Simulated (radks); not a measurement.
Ionisation of the ytterbium ion Yb3+, [Xe] 4f13, to [Xe] 4f12 as the strength of local exchange is varied. All-electron calculation, scalar-relativistic Kohn-Sham, Slater X-alpha exchange (alpha = 2/3 is LDA exchange), no correlation, spin-unpolarised, spherical densities, point nucleus. Program: a radial shooting solver on a logarithmic mesh with Libxc functionals.

\begin{tabular}{lrrrrr}
alpha & E(Yb3+) (hartree) & exchange (hartree) & IE (eV) & -e of the level emptied (eV) & <r> of it (bohr) \\ \hline
0.555 & -13996.1130 & -228.9279 & 41.123 & 31.110 (4f) & 0.7495 \\
0.592 & -14011.4517 & -244.4801 & 42.353 & 32.224 (4f) & 0.7441 \\
0.594 & -14012.2813 & -245.3218 & 42.420 & 32.285 (4f) & 0.7439 \\
0.667 & -14042.5994 & -276.1150 & 44.906 & 34.546 (4f) & 0.7338 \\
0.749 & -14076.7397 & -310.8708 & 47.787 & 37.182 (4f) & 0.7232 \\
\end{tabular}

NIST Atomic Spectra Database: 43.61 eV (semi-empirical). The Delta-SCF value meets it near alpha = 0.63. Spin polarisation and multiplet splitting are left out, so open shells lie too high by an amount that depends on their filling. Spin-orbit splitting is averaged out at the scalar-relativistic level.

Beside tabulated values, note that spin-unpolarised runs miss the spin-polarisation part of the exchange energy of open shells. No tabulated value is given for the 4+ ions of Nd, Pm and Eu to Yb, where it belongs to another shell than the one emptied here.
